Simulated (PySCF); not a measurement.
SeF4, SMILES F[Se](F)(F)F. Atoms are numbered in the order given.

```xyz
5

Se     0.0000     0.0000    -0.3265
F      0.0000     1.7822    -0.1627
F      1.3241     0.0000     0.7794
F      0.0000    -1.7822    -0.1627
F     -1.3241     0.0000     0.7794
```

The structure is a stationary point at TPSSh-D3(BJ)/def2-SVP. The isomer is the one that the SMILES or the coordinates give; other isomers of the formula were not compared.

Method: TDDFT-ωB97X/def2-SVPD in PySCF.

Vertical excitations. Isolated molecule, no solvent. State labels are in the subgroup C2v.

Computed excitation energies, oscillator strengths and character:
```tsv
state	symmetry	energy (eV)	λ (nm)	f	main pairs
S1	B1	6.25	199	0.042	HOMO→LUMO 98 %
S2	A1	7.40	167	0.049	HOMO→LUMO+1 95 %
S3	A2	7.58	164	0.000	HOMO−2→LUMO 97 %
S4	B2	7.61	163	0.007	HOMO−1→LUMO 94 %
S5	B1	8.00	155	0.000	HOMO−4→LUMO 97 %
S6	A1	8.21	151	0.000	HOMO−3→LUMO 89 %
S7	A2	8.65	143	0.000	HOMO−1→LUMO+1 82 %
S8	A1	8.79	141	0.005	HOMO−5→LUMO 92 %
S9	B2	8.81	141	0.003	HOMO−2→LUMO+1 72 %, HOMO→LUMO+2 12 %
S10	A2	9.16	135	0.000	HOMO−6→LUMO 88 %
T1	B1	4.92	252	0	HOMO→LUMO 95 %
T2	A1	6.73	184	0	HOMO→LUMO+1 91 %
T3	B2	7.11	174	0	HOMO−1→LUMO 91 %
T4	A2	7.32	169	0	HOMO−2→LUMO 86 %
```
Triplets are in the Tamm–Dancoff approximation, which puts them higher than full response would, so one can lie above its singlet here.
